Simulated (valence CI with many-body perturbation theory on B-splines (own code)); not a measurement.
## E1 line list for Gd³³⁺

Method: valence CI with perturbative core correlation (CI+MBPT): three valence electrons over a frozen Dirac-Fock core [Ar] 3d10, radial functions for each j: 11 s, 11 p, 10 d, 8 f, 5 g, 2 h, with the one-electron correlation potential Σ1, the two-electron term Σ2, the three-electron term Σ3, Breit, model QED; selected CI, second order for the rest, scaled by the run's own slope (own B-spline code, finite nucleus).

No measured spectrum was set against this ion. As an estimate, large intervals hold to a few tenths of a per cent, small ones and those within an open d or f shell to about a per cent.

Lines 101 to 150 of 554 in falling wavelength, among levels below 547.87 eV, chosen from the strongest by gf and those to the six lowest levels. Wavelengths and rates use the calculated energies. Electric multipoles are in the length gauge with retardation, E1 and E2 with the static RPA response of the core. Weak lines are less certain than strong ones. Lines between different terms over intervals too small for the method are left out, as are lines whose strength nearly cancels. Where a level lies close to another of its J and parity, the split of strength between their lines is uncertain. The highest levels of a list are the least certain.

Levels are named by their leading jj configuration (3d3/2^4 stands for four electrons in 3d with j = 3/2), which in mixed levels can hold well under half, so a name can repeat and another be missing. Letters in brackets count levels of one name in rising energy.

| λ vac (Å) | Upper | Lower | A (s⁻¹) | log gf | Branch % |
| --- | --- | --- | --- | --- | --- |
| 100.9 | (4p1/2 4p3/2 4f7/2) J=5/2 [a] | (4s 4p1/2 4f5/2) J=5/2 [b] | 5.20e+10 | -0.32 | 12.8 |
| 100.7 | (4p3/2 4d5/2^2) J=11/2 | (4p3/2^2 4d5/2) J=9/2 | 2.85e+10 | -0.28 | 11.4 |
| 100.7 | (4p3/2^2 4d5/2) J=7/2 | (4s 4p3/2 4d5/2) J=9/2 | 3.38e+10 | -0.39 | 14.3 |
| 100.6 | (4p3/2^2 4d5/2) J=5/2 [b] | (4s 4p3/2 4d5/2) J=7/2 [b] | 9.32e+10 | -0.07 | 27.4 |
| 100.6 | (4p1/2 4p3/2 4d3/2) J=5/2 [a] | (4s 4p1/2 4d3/2) J=3/2 [a] | 3.12e+10 | -0.55 | 31.4 |
| 100.4 | (4s 4p1/2 4p3/2) J=3/2 [b] | (4s^2 4p1/2) J=1/2 | 1.18e+11 | -0.14 | 93.2 |
| 100.4 | (4p1/2 4p3/2^2) J=1/2 | (4s 4p1/2 4p3/2) J=3/2 [b] | 1.73e+11 | -0.28 | 68.6 |
| 100.3 | (4p3/2 4d3/2 4d5/2) J=5/2 [d] | (4s 4d3/2 4d5/2) J=7/2 [b] | 1.24e+11 | 0.05 | 23.4 |
| 100.2 | (4p1/2 4p3/2 4d5/2) J=7/2 [b] | (4s 4p1/2 4d5/2) J=7/2 | 3.38e+10 | -0.39 | 15.3 |
| 100.2 | (4p1/2 4p3/2^2) J=5/2 | (4s 4p1/2 4p3/2) J=5/2 | 6.46e+10 | -0.23 | 53.9 |
| 100.2 | (4p1/2 4p3/2 4f5/2) J=5/2 [c] | (4s 4p1/2 4f7/2) J=7/2 [a] | 4.76e+10 | -0.37 | 14.7 |
| 100.2 | (4p3/2 4d5/2^2) J=9/2 | (4s 4d5/2^2) J=9/2 | 3.36e+10 | -0.30 | 7.9 |
| 100.1 | (4p1/2 4p3/2 4f5/2) J=3/2 [b] | (4s 4p1/2 4f5/2) J=3/2 | 5.87e+10 | -0.45 | 16.0 |
| 99.98 | (4p1/2 4p3/2 4f7/2) J=7/2 [a] | (4s 4p1/2 4f7/2) J=7/2 [a] | 5.65e+10 | -0.17 | 16.2 |
| 99.79 | (4p3/2^2 4d5/2) J=9/2 | (4s 4p3/2 4d5/2) J=9/2 | 4.79e+10 | -0.15 | 22.3 |
| 99.75 | (4p3/2^2 4f5/2) J=7/2 | (4s 4p3/2 4f5/2) J=7/2 [a] | 2.43e+10 | -0.54 | 3.6 |
| 99.74 | (4p1/2 4d5/2^2) J=9/2 | (4p1/2 4p3/2 4d5/2) J=7/2 [b] | 4.82e+10 | -0.14 | 30.3 |
| 99.66 | (4p3/2 4d3/2 4d5/2) J=5/2 [b] | (4s 4d3/2 4d5/2) J=5/2 [a] | 3.25e+10 | -0.54 | 6.1 |
| 99.58 | (4p1/2 4p3/2 4f5/2) J=1/2 | (4s 4p1/2 4f5/2) J=3/2 | 9.55e+10 | -0.55 | 28.1 |
| 99.57 | (4p3/2 4d3/2 4d5/2) J=7/2 [c] | (4s 4d3/2 4d5/2) J=7/2 [a] | 4.06e+10 | -0.32 | 6.2 |
| 99.49 | (4s 4p3/2 4d3/2) J=5/2 [b] | (4s^2 4d3/2) J=3/2 | 4.21e+10 | -0.43 | 9.3 |
| 99.49 | (4p3/2^2 4d3/2) J=3/2 [b] | (4s 4p3/2 4d3/2) J=3/2 [b] | 5.82e+10 | -0.46 | 10.0 |
| 99.45 | (4s 4p3/2 4f7/2) J=9/2 [d] | (4s^2 4f7/2) J=7/2 | 4.16e+11 | 0.79 | 55.3 |
| 99.39 | (4p3/2^2 4f7/2) J=11/2 | (4s 4p3/2 4f7/2) J=9/2 [b] | 4.32e+10 | -0.11 | 11.2 |
| 99.17 | (4p1/2^2 4p3/2) J=3/2 | (4s 4p1/2^2) J=1/2 | 7.52e+10 | -0.35 | 50.8 |
| 99.07 | (4s 4p3/2 4f5/2) J=7/2 [b] | (4s^2 4f7/2) J=7/2 | 2.98e+10 | -0.45 | 3.3 |
| 99.03 | (4p1/2 4p3/2 4d5/2) J=3/2 [a] | (4s 4p1/2 4d3/2) J=3/2 [b] | 6.86e+10 | -0.39 | 13.9 |
| 98.73 | (4s 4p3/2 4f5/2) J=7/2 [b] | (4s^2 4f5/2) J=5/2 | 1.49e+11 | 0.24 | 16.3 |
| 98.65 | (4s 4p3/2 4f7/2) J=5/2 | (4s^2 4f7/2) J=7/2 | 2.14e+11 | 0.27 | 34.7 |
| 98.61 | (4p1/2 4p3/2 4f5/2) J=5/2 [c] | (4s 4p1/2 4f5/2) J=5/2 [a] | 4.62e+10 | -0.39 | 14.2 |
| 98.54 | (4p1/2 4p3/2 4f5/2) J=3/2 [a] | (4s 4p1/2 4f5/2) J=5/2 [a] | 1.35e+11 | -0.10 | 31.0 |
| 98.50 | (4p1/2 4p3/2 4d3/2) J=3/2 [a] | (4s 4p1/2 4d3/2) J=3/2 [a] | 8.25e+10 | -0.32 | 39.2 |
| 98.25 | (4s 4p3/2 4d5/2) J=3/2 [a] | (4s^2 4d5/2) J=5/2 | 2.27e+11 | 0.12 | 47.1 |
| 98.15 | (4p1/2 4p3/2 4d5/2) J=5/2 [b] | (4s 4p1/2 4d5/2) J=5/2 [a] | 7.45e+10 | -0.19 | 19.9 |
| 98.08 | (4p1/2 4p3/2 4d3/2) J=1/2 [a] | (4s 4p1/2 4d3/2) J=3/2 [a] | 1.71e+11 | -0.31 | 84.7 |
| 98.03 | (4s 4p1/2 4p3/2) J=1/2 | (4s^2 4p1/2) J=1/2 | 2.68e+11 | -0.11 | 94.8 |
| 98.00 | (4s 4p3/2 4d5/2) J=5/2 [b] | (4s^2 4d5/2) J=5/2 | 1.36e+11 | 0.07 | 20.7 |
| 97.98 | (4s 4p3/2^2) J=1/2 | (4s^2 4p3/2) J=3/2 | 1.88e+11 | -0.27 | 97.8 |
| 97.95 | (4s 4d3/2 4d5/2) J=7/2 [b] | (4s 4p3/2 4d3/2) J=5/2 [b] | 1.43e+11 | 0.22 | 31.7 |
| 97.72 | (4p3/2^2 4f5/2) J=9/2 | (4p3/2^2 4d5/2) J=9/2 | 2.26e+10 | -0.49 | 5.4 |
| 97.61 | (4s 4p3/2 4f5/2) J=3/2 [b] | (4s^2 4f5/2) J=5/2 | 1.92e+11 | 0.04 | 24.9 |
| 97.58 | (4s 4p3/2 4f7/2) J=9/2 [b] | (4s 4p3/2 4d5/2) J=7/2 [b] | 2.09e+10 | -0.53 | 4.2 |
| 97.51 | (4p3/2^3) J=3/2 | (4s 4p3/2^2) J=5/2 | 1.31e+11 | -0.13 | 53.5 |
| 97.32 | (4p3/2^2 4f7/2) J=11/2 | (4s 4p3/2 4f7/2) J=11/2 | 9.60e+10 | 0.21 | 24.9 |
| 97.30 | (4s 4p3/2 4f7/2) J=9/2 [b] | (4s 4p3/2 4d5/2) J=7/2 [a] | 3.68e+10 | -0.28 | 7.5 |
| 97.28 | (4p3/2^2 4f5/2) J=7/2 | (4p3/2^2 4d5/2) J=5/2 [b] | 3.45e+10 | -0.41 | 5.1 |
| 97.22 | (4p1/2 4p3/2^2) J=3/2 | (4s 4p1/2 4p3/2) J=3/2 [a] | 1.10e+11 | -0.20 | 44.5 |
| 97.11 | (4p3/2 4d3/2 4d5/2) J=5/2 [b] | (4p3/2^2 4d3/2) J=7/2 | 4.80e+10 | -0.39 | 9.0 |
| 97.07 | (4p3/2^2 4f5/2) J=9/2 | (4p3/2^2 4d3/2) J=7/2 | 3.44e+10 | -0.31 | 8.2 |
| 96.87 | (4p3/2 4d3/2 4d5/2) J=7/2 [b] | (4p3/2^2 4d5/2) J=9/2 | 5.35e+10 | -0.22 | 11.2 |

Problem. How does gf follow from A for the line at 97.95 Å?

Solution. gf = 1.4992 × (2J+1)_upper × A / σ², with σ = 1020975 cm⁻¹ and 2J+1 = 8: gf = 1.65.
